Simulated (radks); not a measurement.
The numbers below are computed, except where a source is named.
Problem. These are the eigenvalues of the occupied orbitals of an atom or ion with whole-number occupations (Ry). Level of theory: Dirac Kohn-Sham, LDA (Slater exchange, Perdew-Wang correlation), spin-unpolarised, spherical densities, finite nucleus; Fermi nuclear charge, rms radius of each element as measured or else 0.836 A^(1/3) + 0.57 fm (a radial shooting solver on a logarithmic mesh with Libxc functionals).

orbital  eigenvalue
1s1/2     -3674.573
2s1/2     -606.5244
2p1/2     -576.2080
2p3/2     -525.1258
3s1/2     -134.4223
3p1/2     -121.2407
3p3/2     -110.7671
3d3/2     -87.89711
3d5/2     -85.61284
4s1/2     -27.03610
4p1/2     -21.90352
4p3/2     -19.55906
4d3/2     -11.08159
4d5/2     -10.65769
5s1/2      -3.65869
5p1/2      -2.23946
5p3/2      -1.91546
4f5/2      -0.68453
4f7/2      -0.62880
6s1/2      -0.31371
5d3/2      -0.20992
5d5/2      -0.18999

Which element is it, and in what charge state? The configuration may be excited. Open shells, if any, are shared by 2j + 1.

Solution. Z = 64, gadolinium, charge 0: Gd in [Xe] 4f7 5d1 6s2. The list shows which subshells hold electrons but not how many an open one holds; the 1s level, -1837.3 hartree, gives Z - s = 60.6 by -(Z - s)^2/2, which with screening and relativity narrows Z to a few neighbours, and the depths of the outer levels then fix element, charge and occupations together.
